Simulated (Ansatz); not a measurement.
Relaxation of Cl$_{2}$FHOSn (6 atoms, charge 0, multiplicity 1), to a largest force component of 0.03 eV/Å in at most 50 steps.

Computed with RKS BHLYP-D4/def2-SVP (Ansatz).

```xyz
6
Properties=species:S:1:pos:R:3
Sn -0.026 0.143 0.365
F -1.071 0.673 -1.180
O 0.858 -1.147 -0.784
H 0.389 -0.915 -1.600
Cl 1.183 1.939 1.139
Cl -1.334 -0.692 2.061
```

**Question.** Where does it end, and by what steps?

**Answer.** The run converged. After 6 steps the energy has fallen by 0.237 eV; F2 moved furthest, 0.44 Å.

```csv
step,energy less start (eV),largest force component (eV/Å),accepted
0,0.0000,0.561,yes
1,-0.1482,0.531,yes
2,-0.2055,1.477,yes
3,-0.0617,3.013,no
4,-0.2335,0.401,yes
5,-0.2369,0.046,yes
6,-0.2373,0.009,yes
```

```xyz
6
Properties=species:S:1:pos:R:3
Sn -0.118 0.206 0.271
F -1.338 0.960 -0.989
O 0.899 -1.126 -0.702
H 0.658 -1.192 -1.627
Cl 1.233 1.892 1.067
Cl -1.333 -0.740 1.982
```

Time of the run: 24 s on 2 threads of Arm Neoverse V2, with other jobs on the host, peak memory 0.22 GiB.
